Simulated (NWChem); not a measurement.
Molecule: GeH$_{2}$O, singlet; SMILES [OH][GeH]

Computed with NWChem. Medium grid unless said otherwise, to which SCAN and Minnesota functionals are sensitive. Low-valent species are run as closed-shell singlets; no triplet was tried in these runs. Coordinates come from a PBE-D3(BJ)/def2-SVP optimisation. Total energies of different functionals are on different scales.

```json
[
 {"level": "B3LYP/def2-TZVP", "energy (Ha)": "-2153.5087", "highest occupied level (eV)": "-6.85", "orbital gap (eV)": "4.28", "dipole (D)": "1.14"},
 {"level": "PBE/def2-TZVP", "energy (Ha)": "-2153.0636", "highest occupied level (eV)": "(withheld)", "orbital gap (eV)": "(withheld)", "dipole (D)": "(withheld)"},
 {"level": "M06/def2-TZVP", "energy (Ha)": "-2153.3741", "highest occupied level (eV)": "-6.94", "orbital gap (eV)": "4.61", "dipole (D)": "1.19"},
 {"level": "r2SCAN/def2-TZVP", "energy (Ha)": "-2153.4061", "highest occupied level (eV)": "-6.19", "orbital gap (eV)": "3.14", "dipole (D)": "1.16"},
 {"level": "LC-BLYP (range parameter 0.33 per bohr)/def2-TZVP", "energy (Ha)": "-2153.0225", "highest occupied level (eV)": "-9.26", "orbital gap (eV)": "8.90", "dipole (D)": "1.28"},
 {"level": "MPW1K/def2-TZVP", "energy (Ha)": "-2153.5579", "highest occupied level (eV)": "-7.83", "orbital gap (eV)": "6.06", "dipole (D)": "1.31"},
 {"level": "M05-2X/def2-TZVP", "energy (Ha)": "-2153.3738", "highest occupied level (eV)": "-8.23", "orbital gap (eV)": "6.74", "dipole (D)": "1.34"}
]
```

Q: Complete the blanks.

A: 
- PBE/def2-TZVP, highest occupied level (eV): -5.90
- PBE/def2-TZVP, orbital gap (eV): 2.78
- PBE/def2-TZVP, dipole (D): 1.08
